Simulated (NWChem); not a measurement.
System: CdNH₃O; SMILES [NH2][Cd][OH]

NWChem input:

```
start job
memory heap 200 mb stack 900 mb global 1100 mb
geometry units angstroms noautoz
  Cd    -0.531054    -0.134338     0.103904
  O     -0.298794    -2.053612     0.447662
  H     -0.130713    -2.536656    -0.368818
  N     -0.803497     1.844192     0.020366
  H     -1.598507     2.106983    -0.561092
  H      0.001797     2.335609    -0.365902
end
basis spherical
  * library def2-svpd
end
ecp
  Cd library def2-ecp
end
dft
  xc xpbe96 cpbe96
  iterations 150
  vectors input atomic output neutral.movecs
end
task dft energy
charge 1
dft
  odft
  mult 2
  vectors input atomic output cation.movecs
end
task dft energy
charge -1
dft
  odft
  mult 2
  vectors input atomic output anion.movecs
end
task dft energy
```

The geometry was optimised at PBE0/def2-SVP. def2 effective core potentials on Cd; no spin-orbit coupling.

Ions are spin-unrestricted doublets at the neutral geometry; other ion states weren't tried.

Q: Predict the main results of this run. (PBE/def2-SVPD with def2 effective core potentials on Cd, vertical spin-unrestricted ions.) Quantities: vertical ionisation energy, ΔSCF (eV); −ε(HOMO) (eV).

A: 
```yaml
vertical ionisation energy, ΔSCF (eV): 9.22
"−ε(HOMO) (eV)": 5.84
```
